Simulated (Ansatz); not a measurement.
Calculated with Ansatz (gas phase, PBE0-D4/def2-TZVP geometries, no zero-point term in ΔE). CCSD(T)/CBS is the MP2 limit (def2-TZVPP, def2-QZVPP) plus CCSD(T) − MP2 in def2-TZVPP, frozen cores. DFT in def2-TZVPP. HSE06 is defined as in plane-wave codes. Each species was taken in one conformer, which may not be the lowest.

Reaction (redistribution): `[SiH3]B(Cl)Cl` + `CO[SiH](F)S` → `SB(Cl)Cl` + `CO[SiH](F)[SiH3]`

| level | ΔE (kJ/mol) | difference from CCSD(T)/CBS |
| --- | --- | --- |
| r2SCAN-D4 | -15.1 | -4.5 |
| B97M-V | -17.6 | -7.0 |
| PBE0-D4 | -17.8 | -7.2 |
| HSE06-D4 | -17.8 | -7.2 |
| ωB97M-V | -10.2 | 0.4 |
| revPBE | -20.3 | -9.7 |
| r2SCAN | -15.2 | -4.6 |
| RPA@PBE/def2-TZVPP | -13.1 | -2.5 |
| CCSD/def2-TZVPP | -11.4 | -0.8 |
| HF/def2-QZVPP | -5.9 | 4.7 |
| CCSD(T)/CBS | -10.6 | 0 |

Largest T1 diagnostic among the species: 0.013.

In def2-TZVPP, CCSD(T) changes the Hartree–Fock value by −6.0 kJ/mol (the triples alone add −1.1 kJ/mol) and MP2 by −6.8 kJ/mol. From BLYP to BHLYP (50 % exact exchange), in def2-TZVPP and without D4, ΔE moves by +5.8 kJ/mol.
